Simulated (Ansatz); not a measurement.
Reaction (formal exchange of groups at a B–Se bond): `NB[Se][SiH3]` + difluoromethane → `NBC(F)F` + `[SiH3][SeH]`

Isolated molecules relaxed with PBE0-D4/def2-TZVP in Ansatz; ΔE leaves out vibrations. CCSD(T)/CBS is the MP2 limit (def2-TZVPP, def2-QZVPP) plus CCSD(T) − MP2 in def2-TZVPP, frozen cores. This one scheme is used for every species. DFT in def2-TZVPP. B3LYP here is the variant with VWN-RPA as its local correlation; programs differ in this. For Se outer-core shells are correlated without core-valence functions, which leaves a few kJ/mol of doubt a bond. Scalar relativity is left out up to krypton. One conformer a species, not always the lowest.

(1) Is it downhill or uphill in electronic energy at CCSD(T)/CBS, and by how much? (An estimate is asked.)

(2) What do these levels give: PBE-D4, PBE0-D4, B3LYP-D4, ωB97X-V, B2PLYP, r2SCAN, B3LYP, HF/def2-TZVPP, SCS-MP2/def2-QZVPP, HF/CBS(def2), MP2/CBS(def2), CCSD/CBS(def2)? (An estimate is asked.)

Largest T1 diagnostic among the species: 0.013.

## Answers

(1) Ansatz gave: Uphill: ΔE = +0.68 eV.

(2) Ansatz gave: PBE-D4 0.66, PBE0-D4 0.68, B3LYP-D4 0.62, ωB97X-V 0.60, B2PLYP 0.63, r2SCAN 0.65, B3LYP 0.56, HF/def2-TZVPP 0.60, SCS-MP2/def2-QZVPP 0.71, HF/CBS(def2) 0.60, MP2/CBS(def2) 0.78, CCSD/CBS(def2) 0.65 eV.

The D4 term adds +0.07 eV with B3LYP and +0.04 eV with PBE0; it sums over pairs of atoms, weighted by their polarisabilities, and B3LYP, whose exchange is more repulsive, gets the larger term. In def2-TZVPP, CCSD(T) changes the Hartree–Fock value by +0.07 eV (the triples alone add +0.03 eV) and MP2 by +0.17 eV.
